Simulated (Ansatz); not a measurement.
`[OH][Sn][Br]` from Hartree–Fock to CCSD(T)

Z-matrix (Å, degrees):
```
O
Sn 1 1.975
H 1 0.962 2 114.8
Br 2 2.517 1 94.6 3 179.9
```

The species carries charge 0 and has multiplicity 1. Correlated methods include outer-core shells of Br, Sn, which these sets cover unevenly. Scalar relativity is left out up to krypton. Sn: def2 effective core potential. The geometry is a stationary point of PBE0-D4/def2-TZVP. It is one conformer, not always the lowest. Frozen core, restricted reference, Ansatz 0.2.0.

```tsv
basis	HF (Eh)	MP2 corr.	CCSD corr.	(T)	CCSD(T) total
def2-SVP	-2860.90833	-0.50999	-0.52286	-0.01362	-2861.44481
def2-TZVPP	-2861.33717	-0.82266	-0.81796	-0.02861	-2862.18374
def2-QZVPP	-2861.39282	-1.37498	–	–	–
```
